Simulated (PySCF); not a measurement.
Nuclear quadrupole coupling in `CO[Si@@H]1CC[C@@H]1F`

Species: C4H9FOSi.
SMILES with atom numbers: `[CH3:1][O:2][Si@@H:3]1[CH2:4][CH2:5][C@@H:6]1[F:7]` (hydrogens: H8, H9, H10 on C1; H11 on Si3; H12, H13 on C4; H14, H15 on C5; H16 on C6)

Geometry (PBE0-D3(BJ)/def2-SVP, Å), atoms numbered from 1 in this order:
```xyz
16
C4H9FOSi angstrom
C      2.420    0.704   -0.260
O      1.183    0.571   -0.914
Si     0.122   -0.676   -0.628
C     -1.655   -0.099   -0.846
C     -1.637    0.292    0.656
C     -0.532   -0.653    1.168
F      0.212   -0.157    2.215
H      2.841    1.692   -0.501
H      3.145   -0.062   -0.594
H      2.312    0.629    0.835
H      0.630   -1.945   -1.242
H     -2.341   -0.937   -1.048
H     -1.883    0.716   -1.546
H     -2.603    0.221    1.183
H     -1.268    1.324    0.769
H     -0.964   -1.623    1.478
```

Field gradients from the PBE0/pcSseg-1 density (PySCF, non-relativistic), principal values in atomic units, ordered |Vxx| ≤ |Vyy| ≤ |Vzz|:

```csv
atom,Vxx,Vyy,Vzz
O2,-0.4728,-1.2674,1.7402
```

Task: Find the asymmetry η = (Vxx − Vyy)/Vzz and the couplings χ = eQV/h (234.96 MHz × Q in barn × V in au), with Q(17O) = −0.0256 b.

Result: 
```json
{"atom": "O2", "environment": "silyl ether oxygen", "nucleus": "17O", "η": "0.46", "χzz (MHz)": "-10.47", "χxx (MHz)": "2.84", "χyy (MHz)": "7.62"}
```

The tensor is traceless: Vxx + Vyy + Vzz = 0.

Task: What is Vzz at O2 in SI units (1 au = 9.71736 × 10²¹ V/m²)?

Result: 1.7402 au = 16.910 × 10²¹ V/m².

Task: And the gradient at the other heavy atoms, for which no coupling is worked out here?

Result: 
| atom | environment | Vzz (au) | η |
| --- | --- | --- | --- |
| C1 | methoxy carbon | 0.418 | 0.07 |
| Si3 | oxygen-bound silicon | -0.381 | 0.98 |
| C4 | sp3 carbon bound to silicon | 0.106 | 0.92 |
| C5 | four-membered-ring carbon | -0.092 | 0.34 |
| C6 | sp3 C–F carbon | 0.541 | 0.35 |
| F7 | alkyl fluorine | 3.047 | 0.02 |

Task: What couplings would deuterons (Q(2H) = 0.00286 b) have in place of the hydrogens, at this geometry?

Result: 
```csv
atom,bonded to,bond length (Å),Vzz (au),η,χzz (kHz)
H8,C1,1.100,0.2851,0.07,192
H9,C1,1.106,0.2748,0.08,185
H10,C1,1.103,0.2727,0.09,183
H11,Si3,1.498,0.1349,0.01,91
H12,C4,1.102,0.2960,0.05,199
H13,C4,1.098,0.3030,0.05,204
H14,C5,1.102,0.2893,0.01,194
H15,C5,1.102,0.2849,0.02,191
H16,C6,1.106,0.2762,0.12,186
```

The structure is a single PBE0-D3(BJ)/def2-SVP conformer in the gas phase; no vibrational or solvent corrections. With so small a basis the couplings can be 20 % off.
